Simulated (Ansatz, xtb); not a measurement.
**Relative energy of two isomers of C3H13BNP**

Structure a: `CCC[B@H-]([NH3+])P`, a singlet. Structure b: `CCC[NH2+][BH2-]P`, a singlet. Both are isolated molecules in the gas phase, relaxed with B3LYP-D3(BJ)/def2-SVP; each stands in its lowest conformer found.

Quicker runs give these differences E(b) − E(a): GFN2-xTB −10.5 kcal/mol; HF/STO-3G −0.1 kcal/mol (at GFN2-xTB geometries); r2SCAN-D4/def2-SVP +7.2 kcal/mol (at GFN2-xTB geometries).

Q: Estimate which is lower in electronic energy at CCSD(T)/def2-SVP + ΔMP2/def2-TZVPP, and by roughly how much.

A: The CCSD(T)/def2-SVP + ΔMP2/def2-TZVPP calculation puts structure a lower, by 7.4 kcal/mol.

Level by level:

| level | geometry | E(b) − E(a) (kcal/mol) | departure from the last row (kcal/mol) | job, with rough time for the two |
| --- | --- | --- | --- | --- |
| GFN2-xTB | GFN2-xTB | −10.5 | −17.8 | optimisation, 0.21 s |
| HF/STO-3G | GFN2-xTB | −0.1 | −7.4 | single point, 0.4 s |
| r2SCAN-D4/def2-SVP | GFN2-xTB | +7.2 | −0.2 | single point, 4.1 s |
| B3LYP-D3(BJ)/def2-SVP | B3LYP-D3(BJ)/def2-SVP | +6.1 | −1.3 | optimisation, 37 s |
| HF/def2-SVP | B3LYP-D3(BJ)/def2-SVP | +3.8 | −3.6 | part of the CCSD(T) run |
| MP2/def2-SVP | B3LYP-D3(BJ)/def2-SVP | +7.8 | +0.4 | part of the CCSD(T) run |
| CCSD(T)/def2-SVP | B3LYP-D3(BJ)/def2-SVP | +6.7 | −0.6 | single point |
| CCSD(T)/def2-SVP + ΔMP2/def2-TZVPP | B3LYP-D3(BJ)/def2-SVP | +7.4 |  | single point, 84 s |

As drawn, b has 1 C–N, 1 B–H in place of 1 C–B, 1 N–H.

GFN2-xTB puts the two in the other order. HF/STO-3G finds them nearly level. The largest departure from CCSD(T)/def2-SVP + ΔMP2/def2-TZVPP is that of GFN2-xTB, 17.8 kcal/mol. The last row adds to CCSD(T) the change of the MP2 difference between the two basis sets, here +0.6 kcal/mol.

With thermal terms from frequencies at re-optimised GFN2-xTB minima (ideal gas, soft modes damped towards free rotors, one conformer each, 298.15 K, 1 atm): the zero-point term adds −0.1 kcal/mol; ΔH is +7.1 and ΔG +7.0 kcal/mol.

The correlated steps freeze 10 core orbitals. Mirror images aren't counted in ΔG. Run with Ansatz 0.2.0, xtb 6.7.1; the last row on 4 threads of Arm Neoverse V1 on a shared host.
